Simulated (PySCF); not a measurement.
SMILES [CH3][Al]([OH])[OH] at its CAM-B3LYP/def2-SVP optimised geometry (Å):

```
9

Al    -0.3383     0.0962     0.0000
C     -1.2787    -1.5900     0.0026
H     -1.8752    -1.7012     0.9222
H     -0.5926    -2.4469    -0.0628
H     -1.9838    -1.6485    -0.8415
O      1.3586     0.0962     0.0000
H      1.9838     0.8219    -0.0044
O     -1.2471     1.5294     0.0000
H     -0.9721     2.4469     0.0105
```

Computed with CAM-B3LYP/def2-TZVP run with PySCF. Cells within 0.4 Å of a nucleus heavier than hydrogen are left out (blank, or x).

Map of the electron localisation function on the plane z = 0.0 Å:

```
|00000000000000000000000000000|
|00000000000000000000000000000|
|00000000000100000000000000000|
|00000000013553000000000000000|
|00000000036765200000000000000|
|00000000158986300000000000000|
|00000011369997300000000000000|
|00000134579996200000000000000|
|00000256886875200001343100000|
|000013678xxx76300024666400000|
|0000035788xx87201347987510000|
|00000135787862015668998510000|
|00000012456202117878997300000|
|000000000100xx7088xx875100000|
|000000000101xxx077xx863100000|
|00000000256037406778863100000|
|00000001479820004788863100000|
|00000013468998401367653100000|
|0000012452x488510024431000000|
|000001356xxx77410001110000000|
|0000013563x699730000000000000|
|00000124557999971000000000000|
|00000012348999994000000000000|
|00000001137999995000000000000|
|00000000126999983000000000000|
|00000000013799850000000000000|
|00000000001244200000000000000|
|00000000000000000000000000000|
|00000000000000000000000000000|
```
Scale: ten equal steps from 0.000 (start of '0') to 0.999 (end of '9'), in the order '0123456789'; x runs from -4.50 to 4.50, y from -4.50 (bottom) to 4.50 (top).
